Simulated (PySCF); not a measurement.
Field gradients at the hydrogen positions

Species: C6H9FSi.
Numbering: `[CH3:1][C:2]#[C:3][C@H:4]1[CH2:5][Si@H:6]([F:7])[CH2:8]1` (hydrogens: H9, H10, H11 on C1; H12 on C4; H13, H14 on C5; H15 on Si6; H16, H17 on C8)

Geometry (GFN2-xTB, Å), atoms numbered from 1 in this order:
```
atom  x, y, z in Å
C1     3.4005   -0.2273   -0.1661
C2     1.9962    0.1173   -0.2388
C3     0.8367    0.4158   -0.3043
C4    -0.5690    0.7434   -0.3561
C5    -1.4060   -0.3473   -1.0871
Si6   -2.3498   -0.7520    0.5145
F7    -3.9301   -0.4009    0.4660
C8    -1.2368    0.6950    1.0498
H9     3.9181    0.1160   -1.0619
H10    3.5165   -1.3082   -0.0843
H11    3.8555    0.2431    0.7059
H12   -0.6859    1.7233   -0.8258
H13   -2.0023    0.0639   -1.8998
H14   -0.7842   -1.1352   -1.5063
H15   -2.2997   -2.0549    1.1481
H16   -1.7477    1.6233    1.2984
H17   -0.5190    0.4967    1.8428
```

Level: PBE0/pcSseg-1 (PySCF, non-relativistic); Q(2H) = 0.00286 b; rigid geometry, the same for H and D, with no vibrational averaging.

Task: Rank these positions by the coupling χzz of a deuteron there, largest first.
A. H15 (Si–H hydrogen)
B. H12 (methine hydrogen)
C. H16 (methylene hydrogen)
D. H10 (methyl hydrogen)

Result: C (215 kHz), D (207 kHz), B (202 kHz), A (114 kHz).

Task: Give the electric field gradient Vzz (the principal value of largest size), its asymmetry and the 2H coupling at each hydrogen.

Result: 
```
atom  bonded to  bond length (Å)  Vzz (au)     η  χzz (kHz)
  H9         C1            1.090    0.3084  0.02        207
 H10         C1            1.090    0.3084  0.02        207
 H11         C1            1.090    0.3082  0.02        207
 H12         C4            1.093    0.3008  0.02        202
 H13         C5            1.089    0.3197  0.05        215
 H14         C5            1.088    0.3184  0.04        214
 H15        Si6            1.450    0.1693  0.01        114
 H16         C8            1.088    0.3202  0.05        215
 H17         C8            1.088    0.3182  0.04        214
```

Task: Average by the element that carries the hydrogen.

Result: on C: 210 kHz over 8 positions, mean bond length 1.090 Å; on Si: 114 kHz over 1 position, mean bond length 1.450 Å.

Isolated species at its GFN2-xTB geometry, gas phase. GFN2-xTB bond lengths can be off by several hundredths of an ångström, more for odd bonds, and the gradients follow them. With a basis this small, the couplings can be 20 % off.
